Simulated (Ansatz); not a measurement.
Basis-set extrapolation for B$_{2}$H$_{4}$OS, SMILES `OBBS` (PBE0-D4/def2-TZVP geometry, frozen core, Ansatz). Multiplicity 1, RHF reference.

```csv
,def2-TZVPP,def2-QZVPP
HF,-524.210939,-524.228090
MP2 correlation,-0.613441,-0.661214
CCSD(T) correlation,-0.681559,not run
```

Energies in hartree. Use E(X) = E(∞) + A·exp(−7.88·√X) for Hartree–Fock and E(X) = E(∞) + B·X^(−2.97) for correlation, with X = 3 and 4, and add CCSD(T) minus MP2 of the smaller set to the MP2 limit.

What is the CCSD(T) energy at the basis-set limit?

HF limit: -524.228090 + (-0.017151) × 0.13774 = -524.23045. MP2 limit: -0.661214 + (-0.047773) × 0.74074 = -0.69660. Higher-order term: -0.681559 − (-0.613441) = -0.06812. Total: -524.99517 hartree, 269.6 kJ/mol below CCSD(T)/def2-TZVPP.
